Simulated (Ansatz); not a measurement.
Species: bromogermane, sum formula GeH3Br, charge 0, multiplicity 1. 
Coordinates optimised at B3LYP-D3(BJ)/def2-TZVP (Ansatz, a first-principles code):
```
Ge
H 1 1.5327
H 1 1.5327 2 111.72
H 1 1.5327 2 111.72 3 -125.97
Br 1 2.3318 2 107.12 4 -117.01
```
Charge 0, spin multiplicity 1.

Total electronic energies in hartree. Correlated levels leave the core frozen unless marked. No spin-orbit coupling. The frozen core is the preceding noble-gas configuration, with the filled d and f shells of earlier blocks. Non-relativistic. CBS(X,Y): correlation extrapolated as X^-3; Hartree-Fock from the larger set (for Q and 5 zeta extrapolated as (X+1)exp(-9√X)).

| level | program | energy (Eh) |
|---|---|---|
| HF/cc-pVTZ | Ansatz | -4649.65433 |
| HF/CBS(cc-pVQZ,cc-pV5Z) | Ansatz | -4649.6622 |
| CAM-B3LYP/def2-TZVPD | Ansatz | ? |
| MP2/6-31G | Ansatz | -4648.92798 |
| CCSD/cc-pVTZ | Ansatz | -4649.97479 |
| CCSD/def2-QZVPP | Ansatz | -4650.00628 |
| CCSD(T)/STO-3G | Ansatz | -4598.27804 |
| CCSD(T)/aug-cc-pVDZ | Ansatz | -4649.77421 |
| CCSD(T)/CBS(cc-pVQZ,cc-pV5Z) | Ansatz | -4650.0391 |

### Question
Complete the blanks.

### Answer

- CAM-B3LYP/def2-TZVPD, energy (Eh): -4653.23839
